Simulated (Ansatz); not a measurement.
System: TaF$_{2}$, charge 0, multiplicity 4. The spin state was set by rule; other spins were not relaxed. 
Structure (B3LYP-D3(BJ)/def2-TZVP (Ansatz, a first-principles code) minimum search):
```
Ta
F 1 1.8916
F 1 1.8916 2 180.00
```
Charge 0, spin multiplicity 4.

Quantity: atomisation energy (electronic, to ground-state atoms), in kcal/mol. Valence correlation only, unless marked. Open shells are spin-unrestricted. No spin-orbit coupling. Frozen are the shells of the preceding noble gas and the d and f shells that filled before the atom's block. In def2 rows, elements after Kr have scalar-relativistic effective core potentials. The coupled-cluster limit lacks core correlation, which all-electron functionals hold. CBS marks a two-point X^-3 extrapolation of the correlation energy; Hartree-Fock from the larger set.

| level | program | atomisation energy (kcal/mol) | minus last row |
|---|---|---|---|
| HF/def2-SVPD | Ansatz | 225.2 | -73.7 |
| HF/def2-TZVPPD | Ansatz | 226.7 | -72.2 |
| SVWN5/def2-TZVPD | Ansatz | 349.0 | 50.1 |
| BLYP/def2-TZVPD | Ansatz | 300.0 | 1.1 |
| B97M-V/def2-TZVPD | Ansatz | 298.6 | -0.3 |
| BHLYP-D3(BJ)/def2-TZVPD | Ansatz + dftd3 | 276.3 | -22.6 |
| BHLYP/def2-TZVPD | Ansatz | 275.1 | -23.8 |
| r2SCANh/def2-TZVPD | Ansatz | 301.3 | 2.4 |
| MP2/def2-TZVPPD | Ansatz | 311.8 | 12.9 |
| RI-MP2/CBS(def2-TZVPPD,def2-QZVPPD) | Ansatz | 317.1 | 18.2 |
| SCS-MP2/def2-SVP | Ansatz | 288.3 | -10.6 |
| CCSD/def2-SVP | Ansatz | 280.3 | -18.6 |
| CCSD/def2-QZVPP | Ansatz | 290.4 | -8.5 |
| CCSD(T)/def2-SVP | Ansatz | 283.8 | -15.1 |
| CCSD(T)/CBS(def2-TZVPP,def2-QZVPP) | Ansatz | 298.9 | 0.0 |
